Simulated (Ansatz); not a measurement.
C₃H₆AlBr (`C=[C](Br)[AlH][CH3]`), relaxed with RKS PBE-D4/def2-SVP in the Gaussian-basis code of Ansatz from a rough embedded geometry. The force threshold is 0.03 eV/Å; the program also tests the step.

Total charge 0; spin multiplicity 1.

Start:

```xyz
11

C     0.692    0.244   -1.763
C     0.382   -0.883   -1.137
Br    0.619   -2.603   -1.960
Al   -0.218   -0.821    0.725
C    -0.584    0.934    1.605
H     0.514    1.207   -1.386
H     1.055    0.178   -2.832
H    -0.565   -2.173    1.498
H    -0.949    0.831    2.608
H     0.383    1.528    1.635
H    -1.329    1.559    1.009
```

```csv
step,energy (eV),largest force (eV/Å),largest move (Å)
1,-79819.8143,3.290,0.000
2,-79819.9204,1.275,0.149
3,-79820.0152,0.354,0.105
4,-79820.0218,0.188,0.060
5,-79820.0254,0.119,0.018
6,-79820.0264,0.027,0.018
```

End:

```xyz
11

C     0.674    0.240   -1.816
C     0.380   -0.865   -1.098
Br    0.617   -2.594   -1.922
Al   -0.279   -0.839    0.760
C    -0.568    0.926    1.573
H     0.542    1.233   -1.350
H     1.043    0.221   -2.857
H    -0.541   -2.224    1.513
H    -0.968    0.861    2.605
H     0.380    1.506    1.618
H    -1.279    1.535    0.975
```

Hardware: 4 threads of an Arm Neoverse V1 on a shared host. Wall time 10 s, peak host memory 0.18 GiB.
